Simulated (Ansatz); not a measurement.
Ansatz (a first-principles code) input:
A basis named .json is the Basis Set Exchange file of that set.

Ansatz 0.2 input:
```yaml
crystal:
  periodic: [false, false, false]
  atoms:
    - {symbol: C, position_ang: [-2.32653072, 0.74798490, 0.51440015]}
    - {symbol: C, position_ang: [-0.99584147, 0.20445142, 0.03612392]}
    - {symbol: C, position_ang: [0.10455776, 0.33359071, 1.07669588]}
    - {symbol: C, position_ang: [1.48163532, -0.10246654, 0.62083965]}
    - {symbol: Cl, position_ang: [2.10382692, 0.93843578, -0.72351591]}
    - {symbol: Cl, position_ang: [-1.19675307, -1.55296733, -0.42488940]}
    - {symbol: H, position_ang: [-2.22548384, 1.81376172, 0.73427409]}
    - {symbol: H, position_ang: [-3.09509829, 0.62502617, -0.24697585]}
    - {symbol: H, position_ang: [-2.65335249, 0.23725868, 1.42119477]}
    - {symbol: H, position_ang: [-0.69121431, 0.68786048, -0.88928550]}
    - {symbol: H, position_ang: [-0.16426599, -0.26056415, 1.95562302]}
    - {symbol: H, position_ang: [0.14482037, 1.37980131, 1.39286985]}
    - {symbol: H, position_ang: [1.47526749, -1.11997431, 0.24077141]}
    - {symbol: H, position_ang: [2.20614635, -0.01749628, 1.42606096]}
basis:
  gaussian:
    orbitals: aug-cc-pV_Q+d_Z.json
    fitting: {mean_field: def2-universal-jkfit, correlation: aug-cc-pVQZ-RIFIT.json}
magnetization: {spin_polarized: true, initial_magnetization: 2}
correlation: {method: mp2, electrons: outside_noble_gas}
```

Problem. What final total energy does it print?

Solution. -1076.17034 Eh (RI-MP2/aug-cc-pV(Q+d)Z). The basis has 866 functions.

This state (charge 0, triplet) is run at the relaxed geometry of the species with charge 0 and multiplicity 1, and is a spin state other than that species' own.
